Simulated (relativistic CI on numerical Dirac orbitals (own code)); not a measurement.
**Fe7+: resonant inelastic scattering at the M2,3 edge**

Computed with this model: Dirac-Coulomb-Breit CI, separate exchange-only KLI orbitals for each configuration, model QED, valence Slater integrals scaled by 0.7, Kramers-Heisenberg scattering through one core-hole configuration in a parametric crystal field; configurations [Ar] 3d → [Ne] 3s2 3p5 3d2; 80 K; core-hole width 0.8 eV; summed over polarisations. Incident energies are the highest absorption maxima for each field (at most a few, so the weaker spin-orbit partner edge can be absent), on the computed scale of the free ion. Intensities are in per cent of the strongest line above 0.02 eV; levels within 1 cm⁻¹ are merged; final levels count from the ground level, the first row holds all elastic scattering, lines under 0.4 are left out and each table stops after 24 rows. The scale of the Slater integrals is a model choice and moves the terms in proportion.

Field parameters in Wybourne normalisation: Oh B⁴₀ = 21Dq, B⁴₄ = √(5/14) B⁴₀. The field is a parameter set, without covalency.

S is read from ⟨S²⟩ = S(S + 1).

Oh, 10Dq = 5900 cm⁻¹:

| Final level (eV) | Degeneracy | Irrep | S | 65.7 eV | 71.3 eV |
| --- | --- | --- | --- | --- | --- |
| 0.000 | 4 | Γ8 | 0.50 | 191.1 | 315.3 |
| 0.148 | 2 | Γ7 | 0.50 | 4.4 | 100.0 |
| 0.806 | 4 | Γ8 | 0.50 | 51.9 | 58.6 |

Oh, 10Dq = 13250 cm⁻¹:

```tsv
Final level (eV)	Degeneracy	Irrep	S	66.1 eV	71.3 eV	72.6 eV
0.000	4	Γ8	0.50	174.6	334.2	60.4
0.140	2	Γ7	0.50	5.6	71.3	10.7
1.701	4	Γ8	0.50	46.4	66.2	100.0
```

For the first field the strongest loss at the lowest incident energy is the level at 0.81 eV (S = 0.50, against 0.50 in the thermal ground state).
